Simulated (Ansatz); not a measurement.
C2H7NOSi, SMILES `CN(C)[Si]O`. Total charge 0; spin multiplicity 1.

```json
{"atom": "C1", "x (Å)": "-0.295", "y (Å)": "-0.726", "z (Å)": "0.806"}
{"atom": "N2", "x (Å)": "0.102", "y (Å)": "0.197", "z (Å)": "-0.226"}
{"atom": "C3", "x (Å)": "1.540", "y (Å)": "0.286", "z (Å)": "-0.366"}
{"atom": "Si4", "x (Å)": "-0.856", "y (Å)": "1.177", "z (Å)": "-1.277"}
{"atom": "O5", "x (Å)": "-2.420", "y (Å)": "0.846", "z (Å)": "-0.847"}
{"atom": "H6", "x (Å)": "-1.381", "y (Å)": "-0.794", "z (Å)": "0.891"}
{"atom": "H7", "x (Å)": "0.094", "y (Å)": "-0.421", "z (Å)": "1.785"}
{"atom": "H8", "x (Å)": "0.081", "y (Å)": "-1.736", "z (Å)": "0.600"}
{"atom": "H9", "x (Å)": "2.012", "y (Å)": "0.629", "z (Å)": "0.562"}
{"atom": "H10", "x (Å)": "1.793", "y (Å)": "0.995", "z (Å)": "-1.159"}
{"atom": "H11", "x (Å)": "1.976", "y (Å)": "-0.687", "z (Å)": "-0.627"}
{"atom": "H12", "x (Å)": "-2.647", "y (Å)": "0.234", "z (Å)": "-0.143"}
```

List the harmonic frequencies (cm⁻¹, unscaled) at PBE0-D4/def2-TZVP in Ansatz. (An estimate is asked.)

The calculation gave: 56, 174, 240, 241, 287, 350, 381, 384, 651, 760, 863, 1008, 1083, 1109, 1167, 1230, 1317, 1437, 1462, 1464, 1475, 1496, 1519, 3002, 3007, 3050, 3057, 3104, 3112, 3861.

Is this a minimum?

Yes, all 30 modes are real.

Give the ideal-gas thermochemistry at 298.15 K and 1 bar (rigid rotor, harmonic oscillator; point group Cs, symmetry number 1).

Zero-point energy 253.3 kJ/mol; H(298) − E = 274.6 kJ/mol; entropy 344.1 J/(mol·K), of which translation 164.9, rotation 110.3, vibration 68.9; G(298) − E = 172.0 kJ/mol. Modes under 100 cm⁻¹ are hindered rotations or soft bends, so the harmonic entropy is rough.

And at 400, 500, 600, 800 and 1000 K?


```csv
T (K),H − E (kJ/mol),S (J/mol/K),G − E (kJ/mol)
400,286.7,378.9,135.1
500,300.6,409.9,95.7
600,316.3,438.5,53.2
800,352.0,489.6,-39.7
1000,392.0,534.1,-142.1
```

Rotational constants (cm⁻¹)?

0.2346, 0.1003, 0.07218.
